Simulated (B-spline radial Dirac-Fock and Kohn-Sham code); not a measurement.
## Nd 4p1/2: cross section and angular parameters

System: neutral neodymium, configuration [Xe] 4f4 6s2; threshold 243.3 eV (tabulated edge). These are calculated numbers from an atomic code on a B-spline grid; the model is Dirac-Hartree-Slater photoionisation with a Latter tail; cross sections with all multipoles, angular parameters from the dipole term and its interference with E2.

For linearly polarised light dσ/dΩ = σ/(4π) [1 + β P₂(cos θ) + (δ + γ cos²θ) sin θ cos φ], with θ from the polarisation vector and φ the angle between the beam and the projection of the electron momentum on the plane normal to the polarisation.

```tsv
hν (eV)	σ (kb)	β	γ	δ
338	89.1	0.193	-0.112	0.065
339	89.1	0.203	-0.110	0.065
362	?	?	?	?
365	87.8	0.432	-0.044	0.067
428	83.3	0.815	0.125	0.057
434	82.8	0.843	0.139	0.055
511	75.3	1.109	0.261	0.040
728	55.2	1.445	0.300	0.015
800	49.9	1.500	0.275	0.011
882	44.5	1.547	0.240	0.007
954	40.3	1.578	0.208	0.005
1000	37.9	1.594	0.187	0.004
1253.6	27.7	1.652	0.090	0.001
2930	6.49	1.674	0.042	-0.002
3610	4.28	1.650	0.140	0.000
4000	3.46	1.634	0.204	0.001
4030	3.41	1.633	0.209	0.001
4910	2.23	1.598	0.360	0.005
9220	0.513	1.446	1.025	0.033
9251.7	0.509	1.445	1.029	0.033
12000	0.262	1.367	1.359	0.057
15000	0.145	1.294	1.651	0.083
```

Question: Give the values at 362 eV.

Answer: σ = 88.0 kb, β = 0.408, γ = -0.052, δ = 0.067.
